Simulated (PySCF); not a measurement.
# Electron correlation in Mn (manganese, neutral)

[Ar] 3d5 4s2, high-spin 6S determinant. All numbers are calculated (PySCF 2.14, no relativity, point nucleus, in aug-cc-pVDZ). Frozen: [Ar]; 7 electrons correlated.

MP2 pair energies summed by pair of shells (mhartree):

```tsv
pair	energy	share (%)
3d-3d	-57.43	55.8
3d-4s	-24.14	23.5
4s-4s	-21.29	20.7
```

Total MP2 correlation energy: -102.87 mhartree.

Same-spin part -68.20 and opposite-spin part -34.67 mhartree; SCS-MP2 scales them by 1/3 and 6/5 to -64.34 mhartree.
